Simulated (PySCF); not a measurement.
Job for PySCF: R-M06-2X/6-31G* on CH5BClN (SMILES CNBCl).

```python
from pyscf import gto, scf, dft, mp
from pyscf.data.elements import chemcore

mol = gto.M(
    atom='''
    C    -1.18141217   -0.07278959    0.22343175
    N     0.18141227   -0.42655930   -0.13920849
    B     1.26772507    0.42767520   -0.15613058
    Cl    2.86997429   -0.19114751   -0.63080622
    H    -1.52535789   -0.65196562    1.08373683
    H    -1.21922366    0.98316749    0.48396922
    H    -1.87010472   -0.24722396   -0.60671394
    H     0.31288369   -1.39373196   -0.39767430
    H     1.16410312    1.57257523    0.13939570
    ''',
    basis='6-31g*',
    cart=True,
    charge=0, spin=0, verbose=3, max_memory=1800)
mf = dft.RKS(mol, xc='m062x')
mf.conv_tol = 1e-8
mf.max_cycle = 100
mf.kernel()
if not mf.converged:
    mf = mf.newton().run(mf.mo_coeff, mf.mo_occ)
```

The log:

```
converged SCF energy = -580.901270036092
```

The run converged.

Cost: around 14 core-seconds (rough).
